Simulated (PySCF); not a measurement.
Vertical excitations of a molecule CH13NSi4 from PySCF with TDA-PBE/def2-SVPD, as energy in eV (oscillator strength): 4.31 (0.003), 4.66 (0.018), 4.82 (0.016), 4.85 (0.004), 4.98 (0.047), 5.25 (0.007). Lowest triplet (TDA): 4.16 eV. Geometry optimised at PBE0-D3(BJ)/def2-SVP. The values are those of a single conformer.

Identify the compound among the candidates.
A) N[SiH2][SiH2]C[SiH2][SiH3]
B) N[Si@@H]([SiH3])C[SiH2][SiH3]
C) N[Si@@H](C[SiH3])[SiH2][SiH3]
D) [SiH3]NC[SiH2][SiH2][SiH3]

D, [SiH3]NC[SiH2][SiH2][SiH3]
